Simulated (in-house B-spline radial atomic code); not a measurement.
Atomic self-consistent-field run: C3+. Computed with a B-spline radial code for spherical atoms: Dirac-Hartree-Fock, average of configuration, Fermi nucleus of rms radius 2.4702 fm, inside a hard spherical wall at 3.34 bohr.

Command:
```bash
python run_scf.py task.json out
```
Settings (nuclear radius in fm, mass in u):
```
Z                6
configuration    [He] 2s1
hamiltonian      dirac
method           hf
spin_polarised   False
nucleus          fermi
rms_radius       2.4702
atomic_mass      12.0
speed_of_light   137.035999084
wall_radius      3.34
```

Output (hartree, bohr):
```
 radial grid: 63 intervals, B-splines of order 8, outer radius 3.34 bohr

 iter        energy (Eh)    residual
    1        -34.1836691    3.00e-01
    2        -34.7331780    6.06e-03
    3        -34.7335732    2.91e-03
    4        -34.7336665    1.40e-03
    5        -34.7336957    7.89e-05
    6        -34.7336958    2.72e-06
    7        -34.7336958    4.83e-09

 total energy                      -34.733696
 kinetic                             34.85025
 electron-nucleus                   -75.01069
 electron-electron                    5.42674

 first-order corrections (not in the total)
   Gaunt                            0.00260
   retardation                     -0.00002
   frequency dependence             0.00000
   self-energy                      0.00173
   Uehling                         -0.00008
   Wichmann-Kroll                   0.00000

 orbital      occ     eigenvalue          <r>       <r^2>       <1/r>       r_max    small
 1s1/2      2.000      -13.47455     0.267202   0.0961431     5.68413       0.174  4.30e-04
 2s1/2      1.000       -2.35785      1.25408     1.81454     1.13352       1.076  6.76e-05
```

Time taken, with all properties: 0.18 s on 1 thread of Arm Neoverse V1, on a shared host.

For the Dirac Hamiltonian the kinetic term is c α·p + (β - 1)c².
